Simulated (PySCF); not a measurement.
# Sb: ionisation energy

Sb [Kr] 4d10 5s2 5p3 [5p1/2^2 5p3/2^1, M_J = 3/2] → Sb⁺ [Kr] 4d10 5s2 5p2 [5p1/2^2, M_J = 0], as a difference of total energies. All numbers are calculated (PySCF 2.14, the two-component X2C-1e Hamiltonian, in x2c-SVPall-2c (6s8p4d, 50 functions)). Correlated levels: [Ar] 3d10 frozen; the 6 highest virtual spinors dropped. "Screened" scales the spin-orbit matrix elements by Boettger's factors to mimic the two-electron term; Breit and QED terms are absent.

| method | ionisation energy (eV) | error (eV) |
| --- | --- | --- |
| GHF (spin-free) | 8.624 | +0.016 |
| GMP2 (spin-free) | 8.924 | +0.316 |
| GHF (screened spin-orbit) | 8.728 | +0.120 |
| GMP2 (screened spin-orbit) | 8.834 | +0.226 |

Reference: 8.608 eV (measured; NIST Atomic Spectra Database, ionization energies).

The spin-free rows relax to the high-spin LS determinant and lack the spin-orbit shift.

Errors of the correlated levels include the incompleteness of this basis and the frozen core.

The labels give the starting determinants; with spin-orbit coupling the two ends relaxed to ⟨J²⟩ = 3.75, ⟨L²⟩ = 0.06, ⟨S²⟩ = 3.70 and ⟨J²⟩ = 0.00, ⟨L²⟩ = 1.35, ⟨S²⟩ = 1.35.
